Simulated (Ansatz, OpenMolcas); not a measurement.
# C3H9BO3 (trimethyl borate): methods side by side

C3H9BO3: 16 atoms, total charge 0, spin state singlet. SMILES: `COB(OC)OC`. Geometry: relaxed at PBE0-D4/def2-TZVP.

Quantity: the HOMO–LUMO gap, in eV. The values are calculated.

```tsv
level	kind	program	value (eV)	CPU time
HF/6-31G* (spherical functions)	Hartree–Fock	OpenMolcas	18.63	26 s
SVWN5/6-31G* (spherical functions)	LDA	Ansatz	7.59	8.5 s
BLYP/6-31G* (spherical functions)	GGA	OpenMolcas	7.73	2.2 min
M06-L/6-31G* (spherical functions)	meta-GGA	OpenMolcas	8.60	3.4 min
r2SCAN/6-31G* (spherical functions)	meta-GGA	OpenMolcas	8.58	3.2 min
B3LYP/6-31G* (spherical functions)	global hybrid	Ansatz	9.91	16 s
wB97M-V/6-31G* (spherical functions)	range-separated hybrid	Ansatz	14.99	2.5 min
B2PLYP/6-31G* (spherical functions)	double hybrid	Ansatz	13.49	22 s
```

The values span 7.59 to 18.63 eV. Orbital gaps aren't excitation energies, and those of double hybrids come from the SCF part alone; they tend to grow with the share of exact exchange. CPU times are rough (shared hosts, several kinds of processor and program).
